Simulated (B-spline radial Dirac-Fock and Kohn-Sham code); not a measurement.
Model: the Dirac equation of a negative muon with reduced mass in the field of a spherical finite nucleus, with the Uehling potential to all orders; nuclear polarisation, deformation, hyperfine structure, self-energy, higher-order vacuum polarisation, relativistic recoil and electron screening are left out. Program: a B-spline atomic structure program. The nuclear charge is a Gaussian distribution.

Q: A muonic atom of atomic mass 15.99 u emits these computed lines: 2p3/2 → 1s1/2 133.5 keV, 3d5/2 → 2p3/2 24.89 keV, 4f7/2 → 3d5/2 8.698 keV, 5g9/2 → 4f7/2 4.024 keV. Which element is it, and what rms charge radius was used?

A: Oxygen (Z = 8, nuclide ¹⁶O); the high transitions hardly feel the nucleus and fix Z. The 2p → 1s line lies 0.6809 keV below the value for a point nucleus without QED, which for this nuclear model gives a radius near 2.70 fm (2.6991 fm was used).
